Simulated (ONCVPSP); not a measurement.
**Pseudopotential generation for nickel (Ni): ONCV, PBEsol, scalar-relativistic.**

| Property | Result |
| --- | --- |
| Element | nickel |
| Generator | ONCVPSP 4.0.1 |
| Type | optimised norm-conserving Vanderbilt (ONCV) |
| Functional | PBEsol |
| Relativity | scalar-relativistic |
| Frozen core | [Ar] |
| Valence charge | 10 |
| Reference configuration | 3d8 4s1.5 (charge +0.5) |
| Partial waves | 4s: rc 2.45 bohr, ncon 4, nbas 8, qcut 3.3 1/bohr, 2 projectors, debl 1.7 Ha; p scattering state at 0.28 Ha: rc 1.95 bohr, ncon 3, nbas 6, qcut 4.7 1/bohr, 2 projectors, debl 3.3 Ha; 3d: rc 1.25 bohr, ncon 4, nbas 9, qcut 13.2 1/bohr, 3 projectors, debl 2.9 Ha |
| Local potential | polynomial inside 1.05 bohr (lpopt 5, dvloc0 6 Ha) |
| Core correction | Teter function, fcfact 3.25, rcfact 1.2 |

In the p channel the program set the typed energies aside and used 0.050, 3.350 Ha.

All-electron outer shells of the reference configuration (PBEsol, scalar-relativistic, ld1.x):

| shell | level (eV) | outermost node (bohr) | outermost maximum (bohr) |
| --- | --- | --- | --- |
| 3p | -75.62 | 0.27 | 0.65 |
| 3d | -13.23 | – | 0.63 |
| 4s | -9.30 | 0.92 | 2.18 |

(1) Estimate the cutoffs (Ha) at which the residual kinetic energy of the hardest occupied pseudo-wave falls to 1 and 0.1 mHa per electron.

(2) Does the potential have ghost states?

(3) Which valence shell sets the plane-wave cutoff?

(4) Tests: 3d8 4s2; 3d8 4s1; 3d8 4s0; 3d7 4s0. Which has the largest error in its energy relative to the reference configuration, and how large is it?

## Answers

(1) 66 Ha and 74 Ha.

(2) No bound ghost flagged; GHOST(+) flagged for s at 49.5 eV, p at 152.0 eV.

(3) 3d: 66 Ha for 1 mHa per electron, against 4 Ha for 4s.

(4) 3d7 4s0, with -23 meV (all-electron minus pseudo) on +60.31 eV.
